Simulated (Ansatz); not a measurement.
Reaction (hydrogenolysis of a Ge–N bond): `C[NH][GeH2][OH]` + H₂ → `[OH][GeH3]` + CH₃NH₂

Calculated with Ansatz (gas phase, PBE0-D4/def2-TZVP geometries, no zero-point term in ΔE). CCSD(T)/CBS adds triple-zeta CCSD(T) − MP2 to the extrapolated MP2 energy (def2 sets, frozen cores). This one scheme is used for every species. DFT in def2-TZVPP. For Ge outer-core shells are correlated without core-valence functions, which leaves a few kJ/mol of doubt a bond. Scalar relativity is left out up to krypton. One conformer a species, not always the lowest.

```json
{"level": "r2SCAN-D4", "ΔE (eV)": "0.01"}
{"level": "PBE0-D4", "ΔE (eV)": "-0.04"}
{"level": "ωB97M-V", "ΔE (eV)": "-0.01"}
{"level": "B2PLYP", "ΔE (eV)": "-0.03"}
{"level": "PBE0", "ΔE (eV)": "-0.11"}
{"level": "CCSD/def2-TZVPP", "ΔE (eV)": "-0.03"}
{"level": "CCSD(T)/def2-TZVPP", "ΔE (eV)": "0.03"}
{"level": "MP2/CBS(def2)", "ΔE (eV)": "0.12"}
```

What does CCSD(T)/CBS give? (Best estimate.)

The calculation gave: +0.04 eV. The listed levels differ from it by -0.03, -0.08, -0.05, -0.07, -0.15, -0.07, -0.01, 0.08 eV.

Largest T1 diagnostic among the species: 0.011.

The D4 term adds +0.11 eV with B3LYP and +0.06 eV with PBE0; it sums over pairs of atoms, weighted by their polarisabilities, and B3LYP, whose exchange is more repulsive, gets the larger term. In def2-TZVPP, CCSD(T) changes the Hartree–Fock value by +0.23 eV (the triples alone add +0.05 eV) and MP2 by +0.31 eV.

B3LYP here is the variant with VWN-RPA as its local correlation; programs differ in this.
